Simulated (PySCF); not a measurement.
# What settings do to a single point of [Bi(CCH)]2+

The sound run of [Bi(CCH)]2+ (singlet) uses PySCF 2.14.0, RKS PBE, Bi def2-SVP with ECP60, C def2-SVP, H def2-SVP; non-relativistic Hamiltonian with scalar-relativistic core potentials where named; density fitting; no spin-orbit coupling, grid (50, 194), threshold 1e-8 Eh and 55 cycles, at the relaxed geometry:

```xyz
4

Bi    0.0000    0.0000   -0.2221
C     0.0000    0.0000    1.8686
C     0.0000    0.0000    3.1291
H     0.0000    0.0000    4.2343
```

There Bi1 has a Mulliken charge of 1.63 e and the dipole about the centre of mass is 5.86 D. Each run below changes one thing and starts from free metal ions and neutral atoms unless it says otherwise; with 55 cycles, smearing, a level shift and second-order steps follow where DIIS fails, and their cycles count. Energy shifts count from the sound run.

| change | outcome | cycles | energy shift (eV) | largest force component (eV/Å) | charge on Bi1 (e) | dipole about the centre of mass (D) |
| --- | --- | --- | --- | --- | --- | --- |
| start from a density of up to 30 smeared cycles (not counted) | converged | 10 | 0.0000 | 0.00 | 1.63 | 5.86 |
| all coordinates × 1.12 | converged | 14 | 1.36 | 4.76 | 1.63 | 7.13 |
| grid (15, 26) | converged | 13 | 4.53 | 3.29 | 1.58 | 5.84 |
| threshold 1e-06 | converged | 10 | 0.0000 | 0.01 | 1.63 | 5.84 |

(1) How does the run with this change end: charge changed by +1, spin kept, limit 77 cycles?

Unsound on purpose, so not properties of the compound: grid (15, 26).

Forces carry noise of the integration grid, about 0.01 to 0.03 eV/Å.

Results:

(1) outcome refused.
